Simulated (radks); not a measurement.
Coulomb parameter of the 4d shell of the cadmium ion Cd3+ in the model configuration [Kr] 4d7.5 5s1.5, as a second difference U = [E(n + 0.5) + E(n - 0.5) - 2 E(n)] / (0.5)^2 with all orbitals relaxed. "Bare": the charge of the atom changes with n. "Screened": the 5s shell takes up the change at fixed total charge, which measures U(4d,4d) + U(5s,5s) - 2 U(4d,5s). Method: scalar-relativistic Kohn-Sham, BLYP, spin-unpolarised, spherical densities, finite nucleus; Fermi nuclear charge, rms radius 4.6087 fm; computed with a radial shooting solver on a logarithmic mesh with Libxc functionals.

| case | configuration | E - E(n) (eV) |
|---|---|---|
| start | [Kr] 4d7.5 5s1.5 | 0.000 |
| bare +0.5 | [Kr] 4d8 5s1.5 | -24.301 |
| bare -0.5 | [Kr] 4d7 5s1.5 | 28.436 |
| screened +0.5 | [Kr] 4d8 5s1 | -8.293 |
| screened -0.5 | [Kr] 4d7 5s2 | 9.013 |

U(bare) = 16.540 eV, U(screened by 5s) = 2.880 eV, against the Slater integral F0(4d,4d) = 21.320 eV with frozen orbitals.
